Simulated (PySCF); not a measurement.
Sn(OH)4 (H4O4Sn), SMILES [OH][Sn]([OH])([OH])[OH]. Heavy atoms are numbered as in [OH:1][Sn:2]([OH:3])([OH:4])[OH:5]. Hydrogens are named by the atom that carries them.

Geometry: PBE0-D3(BJ)/def2-SVP. The structure was generated by enumeration; whether it is a known compound was not checked. The def2 effective core potentials stand for the cores of Sn; spin–orbit coupling is left out. Other conformers were not sampled.

Computed with M06-2X/def2-TZVP (PySCF).

ESP charges are fitted to the potential on shells at 1.4 to 2.0 van der Waals radii. Atomic charges (e), one atom of each kind:

```tsv
atom	Löwdin	ESP fit
O1 (OH)	___	-0.79
Sn2	___	1.38
H on O1	___	0.44
```

Problem. Some entries are withheld; supply them. (Estimate from the structure and the level; the computed values follow.)

Solution. 
- O1 (OH), Löwdin: -0.34
- Sn2, Löwdin: 0.69
- H on O1, Löwdin: 0.17
